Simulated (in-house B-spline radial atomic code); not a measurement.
A run on Tb that did not converge. Method: scalar-relativistic (X2C) revTPSS, spin-polarised, spherical fractional occupations, Fermi nucleus of rms radius 5.06 fm; computed with an all-electron radial atomic-structure program (B-spline basis).

Command:
```bash
python run_scf.py task.json out
```
Settings (nuclear radius in fm, mass in u):
```
Z                65
configuration    [Kr] 4d9.75 4f9 5s2 5p6 5f0.25 6s2
hamiltonian      x2c
method           revtpss,revtpss
spin_polarised   True
nucleus          fermi
rms_radius       5.06
atomic_mass      158.92535
speed_of_light   137.035999084
```

First and last ten iterations of the last attempt (damped for 15 steps, keeping 80 % of the old Fock matrix, then DIIS):
```
 iter        energy (Eh)    residual
    1      -11705.448142    1.05e-01
    2      -11705.451739    3.24e-03
    3      -11705.451988    1.85e-03
    4      -11705.452021    1.27e-03
    5      -11705.452029    9.15e-04
    6      -11705.452033    6.94e-04
    7      -11705.452036    5.33e-04
    8      -11705.452038    4.10e-04
    9      -11705.452040    3.16e-04
   10      -11705.452041    2.44e-04
  111      -11705.452070    3.00e-06
  112      -11705.452070    3.61e-06
  113      -11705.452070    4.88e-06
  114      -11705.452070    1.19e-05
  115      -11705.452071    1.78e-05
  116      -11705.452069    2.47e-06
  117      -11705.452068    6.27e-06
  118      -11705.452068    4.79e-06
  119      -11705.452070    4.80e-06
  120      -11705.452070    8.07e-06
 not converged after 120 iterations
```

The smallest residual met was 2.5e-06; the threshold is about 6e-07. Over the last five steps the energy moves by less than 4e-06 hartree, but the orbitals didn't meet the threshold. Run time, properties included: 6.8 s on 1 thread of Arm Neoverse V1, with other jobs on the host.
